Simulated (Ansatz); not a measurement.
PBE exchange is replaced step by step with exact exchange (0 % is PBE, 25 % PBE0; no dispersion term), basis def2-TZVP, Ansatz. System: BMe2Br (C₂H₆BBr). Total charge 0; singlet. Geometry: PBE0-D4/def2-SVP.

Geometry of the singlet:

```xyz
10

B    -0.4180   -0.0124   -0.2981
C    -0.1067    1.3091    0.4737
H     0.5781    1.8928   -0.1724
H     0.4415    1.1256    1.4115
H    -0.9825    1.9437    0.6662
C     0.4676   -1.2964   -0.2162
H     0.0845   -1.8853    0.6400
H     1.5196   -1.0666    0.0153
H     0.4088   -1.9467   -1.0997
Br   -1.9929   -0.0637   -1.4203
```

```
exact exchange (%)  HOMO (eV)  LUMO (eV)  gap (eV)
                 0      -6.58      -1.85      4.73
                 5      -6.84      -1.66      5.18
                10      -7.09      -1.47      5.63
                15      -7.35      -1.27      6.08
                25      -7.87      -0.89      6.98
                50      -9.17       0.08      9.25
```

(1) Fit a straight line to the column «gap (eV)» against the share of exact exchange and predict its value at 35 %.

Answers

(1) With x = exact exchange (%) and y = gap (eV): mean x = 17.5, mean y = 6.308; Σ(x − x̄)(y − ȳ) = 148, Σ(x − x̄)² = 1638; slope b = 0.09035, intercept a = ȳ − b·x̄ = 4.727. The residuals of the fitted rows reach 0.01. At x = 35 the line gives 4.727 + (0.09035 × 35) = 7.89; the run gave 7.89, the same within rounding.
